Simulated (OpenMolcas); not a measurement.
Ru3+ in a point-charge field

Ru3+ among 6 point charges of -1.7 e arranged as a trigonal prism (D3h), 1.92 Å from the ion, with a polar angle of 51.1° against the regular 49.1°.
```
   1.4935    0.0000    1.2066  -1.70
  -0.7467    1.2934    1.2066  -1.70
  -0.7467   -1.2934    1.2066  -1.70
   1.4935    0.0000   -1.2066  -1.70
  -0.7467    1.2934   -1.2066  -1.70
  -0.7467   -1.2934   -1.2066  -1.70
```

```json
{"Program": "OpenMolcas", "Method": "CASSCF", "Basis": "ANO-RCC-VDZP [6s5p3d1f]", "Scalar Hamiltonian": "DKH2, point nucleus", "Active space": "5 electrons in 5 orbitals (4d)", "State averaging": "2S+1 = 6 even, 1 root; 2S+1 = 4 even, 24 roots; 2S+1 = 2 even, 75 roots", "Spin-orbit coupling": "RASSI with atomic mean-field integrals over the reference wave functions"}
```

The lowest spin-free states (labels of D3, the rotations of D3h), above the lowest:

```csv
State,Degeneracy,E (cm-1),Free-ion L (%)
6A1,1,0.0,S (100)
4E,2,21601,G (62)
4A2,1,23905,G (86)
4A1,1,24045,G (86)
4A1,1,24826,G (86)
4E,2,26411,G (100)
4E,2,26859,G (96)
4E,2,28439,D (74)
4A2,1,31200,P (99)
4A1,1,31648,D (86)
4E,2,33163,D (95)
2A1,1,33439,I (72)
2E,2,33473,I (46)
2A2,1,33554,I (72)
2E,2,35298,I (60)
2E,2,35759,I (74)
2E,2,35907,I (98)
2A1,1,36896,I (90)
4E,2,37726,P (58)
2A2,1,37731,I (100)
```

The lowest levels with spin-orbit coupling:

```csv
E (cm-1),Degeneracy,Label,2S+1,g
0.0,2,E1/2,6,0.00 0.00 10.00
12.2,2,E3/2,6,0.00 0.00 6.00
18.1,2,E1/2,6,2.00 6.00 6.00
21366,2,E1/2,4,0.00 0.00 7.90
21448,2,E1/2,4,1.20 2.70 2.70
21530,2,E3/2,4,0.00 0.00 3.96
21583,2,E1/2,4,2.78 3.03 3.03
23656,2,E3/2,4,0.00 0.00 11.73
23727,2,E1/2,4,2.40 2.40 6.12
23921,2,E1/2,4,2.15 2.41 2.41
24239,2,E3/2,4,0.00 0.00 0.19
24728,2,E1/2,4,1.98 4.29 4.29
24799,2,E3/2,4,0.00 0.00 5.95
26322,2,E1/2,4,1.06 1.83 1.83
26434,2,E1/2,4,0.00 0.00 13.35
26470,2,E1/2,4,1.18 1.18 3.86
26500,2,E3/2,4,0.00 0.00 8.72
26645,2,E1/2,4,2.18 3.16 3.16
26736,2,E1/2,4,2.53 2.53 6.90
26771,2,E3/2,4,0.00 0.00 1.01
```

Powder χT (cm3 K/mol): 3.41 at 2 K, 4.12 at 10 K, 4.36 at 50 K, 4.37 at 100 K, 4.37 at 200 K, 4.37 at 300 K. The effective moment at 300 K is 2.828 √(χT) = 5.91 μB.

The lowest level has 2S+1 = 6, for which the spin-only value is χT = S(S+1) / 2 = 4.375 cm3 K/mol (g = 2). The computed 4.373 at 300 K differs by -0.002, through a little spin-orbit mixing out of the ground term, against the free-electron g of 2.0023, which raises it.

Without dynamic correlation the repulsion within the d shell is too large (B by tens of per cent), so at a given field states of lower spin stand too high. Point charges give a weaker field than real ligands, and real ions of this kind are as a rule low spin; the high spin found here belongs to the model. Point charges carry no covalency, so the field is a model and not that of real ligands. No measured value stands beside these numbers.
